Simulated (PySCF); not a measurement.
**Sb²⁺ (antimony, charge +2): UHF calculation**

Configuration: [Kr] 4d10 5s1 5p2, high-spin 4P determinant (an excited configuration). All numbers are calculated (PySCF 2.14, scalar relativity by spin-free X2C-1e, in aug-cc-pVQZ-DK3).

```
Total energy                                                  : -6476.602263 hartree
One-electron energy                                           : -8862.9232 hartree
Hartree (Coulomb) energy                                      : 2555.4079 hartree
Exchange energy                                               : -169.0870 hartree
⟨S²⟩                                                          : 3.7527
⟨L²⟩                                                          : 2.014
Sum of ⟨r⟩                                                    : 30.56 bohr
Sum of ⟨r²⟩                                                   : 39.54 bohr²
Traceless quadrupole moment −½Σ⟨3z² − r²⟩ along its main axis : 2.95 e·bohr²
Langevin diamagnetic susceptibility                           : -31.3 ×10⁻⁶ cm³/mol
```

```
shell  electrons  mean orbital energy (eV)  spread (eV)  rms radius, mean of both spins (bohr)
 1s α          1                  -30658.0            0                                 0.0325
 1s β          1                  -30657.7            0                                 0.0325
 2s α          1                   -4777.3            0                                  0.133
 2s β          1                   -4777.1            0                                  0.133
 2p α          3                   -4286.8        0.024                                  0.118
 2p β          3                   -4286.6        0.108                                  0.118
 3s α          1                   -993.40            0                                  0.351
 3s β          1                   -993.03            0                                  0.351
 3p α          3                   -829.10        0.070                                  0.352
 3p β          3                   -828.82        0.294                                  0.352
 3d α          5                   -577.61        0.202                                  0.331
 3d β          5                   -577.52        0.257                                  0.331
 4s α          1                   -196.31            0                                  0.843
 4s β          1                   -195.42            0                                  0.843
 4p α          3                   -143.43        0.121                                  0.911
 4p β          3                   -142.85        0.670                                  0.911
 4d α          5                   -63.921        0.498                                   1.10
 4d β          5                   -63.349        0.780                                   1.10
 5s α          1                   -37.222            0                                   2.25
 5p α          2                   -25.984            0                                   2.62
```

Densities and radii are taken from the X2C orbitals without a picture-change correction, which distorts them close to the nucleus.

Spin-orbit constants ζ (cm⁻¹) from the X2C one-electron operator on these orbitals: bare nucleus, nucleus screened by l(l+1)(2l+1)/3 electrons, and screened by the Breit-Pauli mean field of the electrons.

| shell | bare | screened nucleus | mean field |
| --- | --- | --- | --- |
| 2p | 1347000 | 1295000 | n/a |
| 3p | 251800 | 241900 | n/a |
| 3d | 37980 | 30530 | n/a |
| 4p | 43950 | 42230 | n/a |
| 4d | 4768 | 3833 | n/a |
| 5p | 4392 | 4220 | n/a |

To first order the Landé constant is A = 1407 cm⁻¹, so the lowest level has J = 1/2 and lies 0.436 eV below the centre of the term. This holds in LS coupling only.
